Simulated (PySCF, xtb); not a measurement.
BrGaH3N, SMILES [NH2][GaH][Br].

GFN2-xTB (xtb) at its own geometry gives an orbital gap of 4.26 eV and a dipole moment of 5.31 D.

Geometry optimised at TPSSh-D3(BJ)/def2-SVP. The values are those of a single conformer.

Q: What does PBE/def2-TZVPD (PySCF) give? (Estimate from the structure and the level; the computed values follow.)

A: gap 4.74 eV (levels -6.39 and -1.66 eV), dipole 2.47 D.
